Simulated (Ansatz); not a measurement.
System: trichloro(fluoro)silane, sum formula SiCl3F (charge 0, singlet). 
Coordinates optimised at B3LYP-D3(BJ)/def2-TZVP (Ansatz, a first-principles code):
SMILES: F[Si](Cl)(Cl)Cl
```xyz
5

Si    -0.0053    -0.0172     0.2458
F     -0.0394    -0.1275     1.8223
Cl     1.7954    -0.6816    -0.4000
Cl    -0.2722     1.9249    -0.2624
Cl    -1.4979    -1.1616    -0.5048
```
Charge 0, spin multiplicity 1.

Basis-set convergence of Hartree-Fock and CCSD(T) correlation energies (hartree) with Ansatz. Correlated levels leave the core frozen unless marked. Spin-orbit coupling is left out. Non-relativistic.

```
basis        functions        E(HF)  E(corr, CCSD(T))
-----------  ---------  -----------  ----------------
cc-pV(D+d)Z        106  -1767.11712          -0.74035
cc-pV(T+d)Z        186  -1767.22681          -1.00698
cc-pV(Q+d)Z        311  -1767.25120          -1.10147
cc-pV(5+d)Z        491  -1767.25595          -1.13406
```

Extrapolating the two largest sets (X = 4 and 5) as X^-3: E(corr) = (125·(-1.13406) - 64·(-1.10147))/61 = -1.1683 Eh, an estimate of the basis-set limit. The largest set recovers 97.1 % of it, the smallest 63.4 %.
